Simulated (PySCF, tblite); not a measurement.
C6H9FSi.
Structure used (GFN2-xTB), in Å, numbered top down from 1:
```
atom  x, y, z in Å
C1     2.544    0.560   -0.280
C2     1.492   -0.502   -0.585
Si3    0.040   -0.458    0.644
C4    -1.491   -1.431    0.133
C5    -2.517   -0.594   -0.074
C6    -2.266    0.826    0.112
C7    -1.015    1.119    0.478
F8    -0.606    2.388    0.691
H9     2.963    0.413    0.713
H10    2.109    1.555   -0.319
H11    3.357    0.514   -1.003
H12    1.121   -0.361   -1.602
H13    1.959   -1.488   -0.556
H14    0.451   -0.676    2.034
H15   -1.596   -2.496    0.019
H16   -3.506   -0.913   -0.370
H17   -3.046    1.554   -0.044
```

Method used: PBE0/pcSseg-1 in PySCF (dipole) on a GFN2-xTB geometry, gas phase.

Take the most abundant isotopes and a rigid rotor. The values belong to one conformer with, in the numbering `[CH3:1][CH2:2][Si@@H:3]1[CH:4]=[CH:5][CH:6]=[C:7]1[F:8]`, C1–C2–Si3–C4 166°.

Q: What are A, B and C (GHz)?

A: Ia = 210.18, Ib = 354.32, Ic = 513.38 u·Å²; 505379 MHz·u·Å²/I gives 2404, 1426 and 984.4 MHz, that is A = 2.4045, B = 1.4264, C = 0.9844 GHz.

Q: Classify the top.

A: An asymmetric top. Ray's parameter κ = (2B − A − C)/(A − C) = -0.378; −1 is the prolate and +1 the oblate limit.

Q: Is it planar, by Δ = Ic − Ia − Ib?

A: Not planar: Δ = Ic − Ia − Ib = -51.12 u·Å². For a rigid frame Δ = −2 Σ m c², so Σ m c² = 25.56 u·Å² lies off the ab plane: 9.23 from hydrogen and 16.33 from heavier atoms. The atom farthest from that plane is 2.00 Å away.

Q: Give the other two planar moments, Paa and Pbb, and the rms extents of the mass along the axes.

A: Paa = Σ m a² = (Ib + Ic − Ia)/2 = 328.76 and Pbb = Σ m b² = (Ia + Ic − Ib)/2 = 184.62 u·Å². With the mass M = 128.05 u, the rms extents √(P/M) along a, b and c are 1.60, 1.20, 0.45 Å.

Q: Predict some low-J microwave lines.

A: The dipole components are |μa| = 0.43 D, |μb| = 1.48 D, |μc| = 0.42 D. The squared components, which scale the intensities, stand as 0.08 : 1.00 : 0.08 (a : b : c). Some lines, for components of 0.1 D or more:

```json
{"type": "c", "branch": "Q", "J(Ka,Kc)": "3(1,3) ← 3(0,3)", "MHz": "355", "lower level (cm⁻¹)": "0.464"}
{"type": "a", "branch": "Q", "J(Ka,Kc)": "3(2,1) ← 3(2,2)", "MHz": "548", "lower level (cm⁻¹)": "0.642"}
{"type": "c", "branch": "Q", "J(Ka,Kc)": "2(1,2) ← 2(0,2)", "MHz": "655", "lower level (cm⁻¹)": "0.237"}
{"type": "c", "branch": "Q", "J(Ka,Kc)": "1(1,1) ← 1(0,1)", "MHz": "978", "lower level (cm⁻¹)": "0.080"}
{"type": "b", "branch": "Q", "J(Ka,Kc)": "1(1,0) ← 1(0,1)", "MHz": "1420", "lower level (cm⁻¹)": "0.080"}
{"type": "b", "branch": "Q", "J(Ka,Kc)": "2(1,1) ← 2(0,2)", "MHz": "1981", "lower level (cm⁻¹)": "0.237"}
{"type": "a", "branch": "R", "J(Ka,Kc)": "1(0,1) ← 0(0,0)", "MHz": "2411", "lower level (cm⁻¹)": "0.000"}
{"type": "b", "branch": "Q", "J(Ka,Kc)": "3(1,2) ← 3(0,3)", "MHz": "2985", "lower level (cm⁻¹)": "0.464"}
{"type": "b", "branch": "R", "J(Ka,Kc)": "1(1,1) ← 0(0,0)", "MHz": "3389", "lower level (cm⁻¹)": "0.000"}
{"type": "c", "branch": "R", "J(Ka,Kc)": "1(1,0) ← 0(0,0)", "MHz": "3831", "lower level (cm⁻¹)": "0.000"}
{"type": "b", "branch": "Q", "J(Ka,Kc)": "2(2,1) ← 2(1,2)", "MHz": "4260", "lower level (cm⁻¹)": "0.259"}
{"type": "a", "branch": "R", "J(Ka,Kc)": "2(1,1) ← 1(1,0)", "MHz": "5263", "lower level (cm⁻¹)": "0.128"}
{"type": "b", "branch": "Q", "J(Ka,Kc)": "3(3,1) ← 3(2,2)", "MHz": "6062", "lower level (cm⁻¹)": "0.642"}
{"type": "a", "branch": "R", "J(Ka,Kc)": "3(1,3) ← 2(1,2)", "MHz": "6503", "lower level (cm⁻¹)": "0.259"}
{"type": "c", "branch": "R", "J(Ka,Kc)": "2(1,1) ← 1(0,1)", "MHz": "6684", "lower level (cm⁻¹)": "0.080"}
{"type": "a", "branch": "R", "J(Ka,Kc)": "3(0,3) ← 2(0,2)", "MHz": "6803", "lower level (cm⁻¹)": "0.237"}
{"type": "b", "branch": "R", "J(Ka,Kc)": "3(1,3) ← 2(0,2)", "MHz": "7158", "lower level (cm⁻¹)": "0.237"}
{"type": "a", "branch": "R", "J(Ka,Kc)": "3(2,2) ← 2(2,1)", "MHz": "7232", "lower level (cm⁻¹)": "0.401"}
{"type": "a", "branch": "R", "J(Ka,Kc)": "3(2,1) ← 2(2,0)", "MHz": "7661", "lower level (cm⁻¹)": "0.405"}
{"type": "b", "branch": "R", "J(Ka,Kc)": "2(2,1) ← 1(1,0)", "MHz": "8198", "lower level (cm⁻¹)": "0.128"}
{"type": "c", "branch": "R", "J(Ka,Kc)": "2(2,1) ← 1(1,1)", "MHz": "8640", "lower level (cm⁻¹)": "0.113"}
{"type": "c", "branch": "R", "J(Ka,Kc)": "3(1,2) ← 2(0,2)", "MHz": "9789", "lower level (cm⁻¹)": "0.237"}
{"type": "b", "branch": "R", "J(Ka,Kc)": "3(2,1) ← 2(1,2)", "MHz": "12041", "lower level (cm⁻¹)": "0.259"}
{"type": "c", "branch": "R", "J(Ka,Kc)": "3(3,1) ← 2(2,1)", "MHz": "13294", "lower level (cm⁻¹)": "0.401"}
{"type": "b", "branch": "R", "J(Ka,Kc)": "3(3,0) ← 2(2,1)", "MHz": "13315", "lower level (cm⁻¹)": "0.401"}
```

Q: Estimate the classical rotational partition function at 10 K, 200 K and 298.15 K.

A: Point group C1, symmetry number σ = 1; q = (√π/σ)·√((kT/h)³/(ABC)), k/h = 20836.6 MHz/K: 2900 at 10 K, 260000 at 200 K, 472000 at 298.15 K.

Its GFN2-xTB frequencies are all real (lowest 48 cm⁻¹). Constants of a rigid frame at the computed geometry: no zero-point averaging, no centrifugal distortion. A rigid rotor knows nothing of internal rotation, which can split or shift real lines.
